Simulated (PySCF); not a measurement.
These are B3LYP-D3(BJ)/def2-TZVP (PySCF) values and carry that method's errors. Gas-phase values, no solvent. One relaxed conformer stands for a flexible species; it need not be the lowest. B3LYP has the VWN-RPA correlation part, as in Gaussian. 

Reference species (SMILES): `[NH2][In]([Cl])[NH2]` (neutral, multiplicity 1).

- HOMO–LUMO gap: 5.56 eV
- S1 oscillator strength: 0.013

Changed species: `[Cl][In]([Cl])[Cl]` (0 of 3 Cl replaced by NH2; the reference has 2 of 3 Cl replaced by NH2).

**Question.** What does the change do to the HOMO–LUMO gap and S1 oscillator strength?

**Answer.** the HOMO–LUMO gap rises by 0.21 eV, to 5.77 eV; the S1 oscillator strength falls by 0.013, to 0.000.
